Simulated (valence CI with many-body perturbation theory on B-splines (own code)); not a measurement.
# E1 line list for Eu¹³⁺

Calculated by relativistic CI+MBPT: four valence electrons over a frozen Dirac-Fock core [Kr] 4d10, radial functions for each j: 7 s, 7 p, 7 d, 7 f, 4 g, 2 h, with the one-electron correlation potential Σ1 (screened to all orders), the two-electron term Σ2, the three-electron term Σ3, Breit, model QED; selected single and double excitations, second order for the rest, scaled by the run's own slope (own B-spline code, finite nucleus).

No measured spectrum was set against this ion. As an estimate, terms of the open shell hold to a few per cent of their energy, and close levels can change places; configurations with another count of f electrons can be misplaced by thousands of cm⁻¹.

Lines 101 to 150 of 552 in falling wavelength, among levels below 196140 cm⁻¹, chosen from the strongest by gf and those to the six lowest levels. Wavelengths and rates use the calculated energies, so an error of 2000 cm⁻¹ moves a line at 1705 Å by 3.4 % and its rate by three times that or more. Electric multipoles are in the length gauge, E1 and E2 with the static RPA response of the core. Weak lines are less certain than strong ones. Lines between different terms over intervals too small for the method are left out, as are lines whose strength nearly cancels. Where a level lies close to another of its J and parity, the split of strength between their lines is uncertain. The highest levels of a list are the least certain.

Names give the largest LS component (configuration and term), which can be under half, so a name can repeat, a term be missing and a line seem to break the LS rules; names also repeat where a configuration has a term twice. Letters in brackets count levels of one name in rising energy.

```csv
λ vac (Å),Upper,Lower,A (s⁻¹),S (a.u.) with core polarisation,S without
1705,4f⁴ ³F_3 [c],4f³5s ³G°_4 [c],5.33e+04,9.11e-04,1.08e-03
1694,4f⁴ ⁵G_3,4f³5s ³G°_3 [b],1.27e+04,2.14e-04,2.51e-04
1693,4f³5s ³P°_1,4f²5s² ³F_2,3.71e+03,2.66e-05,3.01e-05
1691,4f³5s ³G°_4 [b],4f²5s² ³F_4,1.75e+03,3.75e-05,4.30e-05
1687,4f³5s ⁵D°_3,4f²5s² ³F_4,8.88e+02,1.47e-05,1.66e-05
1686,4f³5s ⁵D°_2,4f²5s² ³F_3,2.95e+03,3.49e-05,4.02e-05
1684,4f⁴ ³L_9,4f³5s ³L°_8,5.99e+03,2.68e-04,3.20e-04
1682,4f³5s ³G°_3 [b],4f²5s² ³F_2,3.38e+03,5.56e-05,6.28e-05
1681,4f³5s ³G°_4 [a],4f²5s² ³H_4,7.09e+02,1.50e-05,1.73e-05
1679,4f⁴ ³K_8 [a],4f³5s ¹K°_7,4.65e+03,1.85e-04,2.27e-04
1678,4f³5s ³G°_4 [b],4f²5s² ³F_3,1.52e+03,3.19e-05,3.47e-05
1677,4f³5s ¹H°_5 [a],4f²5s² ³H_4,7.14e+02,1.83e-05,1.99e-05
1677,4f²5s5p ⁵H°_4,4f⁴ ³H_4 [a],1.37e+04,2.87e-04,3.72e-04
1674,4f³5s ⁵D°_3,4f²5s² ³F_3,8.98e+02,1.45e-05,1.85e-05
1671,4f⁴ ³M_8,4f³5s ³L°_7,6.88e+03,2.69e-04,3.26e-04
1663,4f⁴ ³H_4 [c],4f³5s ³G°_5 [c],1.69e+04,3.45e-04,4.15e-04
1653,4f⁴ ³I_5 [a],4f³5s ³H°_4 [b],9.92e+03,2.43e-04,2.95e-04
1646,4f⁴ ³F_4 [b],4f³5s ³F°_3 [b],1.06e+04,2.10e-04,2.46e-04
1646,4f²5s5p ⁵G°_5,4f⁴ ⁵G_6,9.69e+03,2.34e-04,2.99e-04
1644,4f⁴ ³H_5 [c],4f³5s ³G°_4 [c],1.02e+04,2.45e-04,2.92e-04
1633,4f⁴ ³I_6 [a],4f³5s ³H°_5 [b],7.22e+03,2.02e-04,2.42e-04
1632,4f²5s5p ⁵G°_5,4f⁴ ⁵G_5,9.82e+03,2.32e-04,2.97e-04
1604,4f⁴ ³F_2 [b],4f³5s ³D°_1 [b],2.19e+04,2.23e-04,2.64e-04
1598,4f⁴ ¹I_6 [a],4f³5s ¹H°_5 [b],1.59e+04,4.16e-04,5.07e-04
1591,4f⁴ ⁵F_5,4f³5s ⁵G°_6,5.25e+04,1.15e-03,1.40e-03
1585,4f³5s ³I°_5 [b],4f²5s² ³F_4,9.77e+02,2.11e-05,2.28e-05
1581,4f²5s5p ³H°_5,4f⁴ ³K_6 [a],1.07e+04,2.29e-04,2.92e-04
1576,4f³5s ¹D°_2 [a],4f²5s² ³F_3,1.28e+03,1.23e-05,1.32e-05
1570,4f³5s ⁵D°_1,4f²5s² ³F_2,2.48e+03,1.42e-05,1.66e-05
1568,4f⁴ ⁵F_4,4f³5s ⁵G°_5,4.01e+04,6.87e-04,8.34e-04
1562,4f³5s ¹G°_4 [a],4f²5s² ³H_5,6.33e+02,1.07e-05,1.18e-05
1562,4f⁴ ³G_3 [a],4f³5s ³G°_3 [b],5.01e+04,6.60e-04,7.78e-04
1561,4f³5s ³G°_5 [b],4f²5s² ³H_6,2.76e+03,5.69e-05,6.56e-05
1554,4f⁴ ¹H_5,4f³5s ¹H°_5 [b],2.12e+04,4.32e-04,5.14e-04
1551,4f⁴ ³M_10,4f³5s ³L°_9,1.84e+04,7.10e-04,8.25e-04
1549,4f⁴ ³F_4 [b],4f³5s ³D°_3 [c],2.52e+04,4.16e-04,4.91e-04
1543,4f⁴ ³K_6 [a],4f³5s ³K°_6,1.30e+04,3.07e-04,3.63e-04
1543,4f⁴ ³G_5 [a],4f³5s ³I°_5 [b],1.11e+04,2.22e-04,2.57e-04
1542,4f⁴ ³G_4 [a],4f³5s ³G°_4 [b],3.10e+04,5.05e-04,6.00e-04
1538,4f⁴ ¹G_4 [b],4f³5s ³G°_5 [c],2.28e+04,3.69e-04,4.33e-04
1529,4f⁴ ³K_8 [a],4f³5s ³K°_8,1.51e+04,4.52e-04,5.41e-04
1529,4f⁴ ³M_9,4f³5s ³L°_8,1.69e+04,5.67e-04,6.66e-04
1528,4f⁴ ⁵F_3,4f³5s ⁵G°_4,4.08e+04,5.02e-04,6.05e-04
1526,4f³5s ³I°_6 [b],4f²5s² ³H_6,6.91e+02,1.58e-05,1.95e-05
1525,4f³5s ³I°_5 [b],4f²5s² ³H_6,1.58e+03,3.05e-05,3.47e-05
1525,4f⁴ ³K_7 [a],4f³5s ³K°_7,8.98e+03,2.36e-04,2.78e-04
1525,4f²5s5p ³H°_4,4f⁴ ³H_5 [a],1.22e+04,1.92e-04,2.45e-04
1524,4f⁴ ³H_5 [b],4f³5s ¹H°_5 [b],1.11e+04,2.13e-04,2.58e-04
1524,4f⁴ ³F_3 [b],4f³5s ³D°_2 [b],2.48e+04,3.03e-04,3.61e-04
1513,4f⁴ ⁵F_2,4f³5s ⁵G°_3,3.57e+04,3.05e-04,3.66e-04
```
